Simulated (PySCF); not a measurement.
**Tc⁻ (technetium, charge -1) across methods**

[Kr] 4d6 5s2, high-spin 5D determinant. Calculation: PySCF 2.14, in def2-QZVPPD with the def2 core potential (28 electrons) (7s5p4d4f2g, 88 functions); a scalar-relativistic core potential.

```
   method  E (hartree)  mean ε 5s α (eV)  mean ε 5s β (eV)  mean ε 4d β (eV)  Σ⟨r²⟩ (bohr²)   ⟨S²⟩
  r2SCAN0     -80.7230            -0.212             0.763             1.355          79.88  6.073
      LDA     -80.5602             0.424             1.162             2.525          78.36  6.031
      PBE     -80.7465             0.579             1.347             2.438          79.28  6.034
   PBEsol     -80.6128             0.530             1.323             2.509          79.00  6.040
      UHF    -80.07075            -1.214             0.290            -1.541          86.41  6.109
CAM-B3LYP     -80.6795            -0.744             0.006             0.096          79.41  6.024
     PBE0     -80.7168            -0.013             0.877             1.323          79.84  6.040
   r2SCAN     -80.7627             0.366             1.203             2.490          79.39  6.077
```

(1) Estimate the same row for M06.

Energies and moments cover only the electrons outside the core potential. ⟨S²⟩ = 6.07 against 6.00 shows spin contamination. At r2SCAN0 the highest occupied level has a positive energy, so only the finite basis holds that electron; in a semilocal or global hybrid functional this comes from self-interaction and does not mean that the real anion is unbound.

The highest occupied level is positive at r2SCAN0, LDA, PBE, PBEsol, UHF, CAM-B3LYP, PBE0, M06, r2SCAN: only the finite basis holds that electron, at UHF too, so the state is unbound at these levels.

## Answers

(1) E (hartree) = -80.7185; mean ε 5s α (eV) = 0.054; mean ε 5s β (eV) = 0.624; mean ε 4d β (eV) = 0.980; Σ⟨r²⟩ (bohr²) = 78.94; ⟨S²⟩ = 6.016.
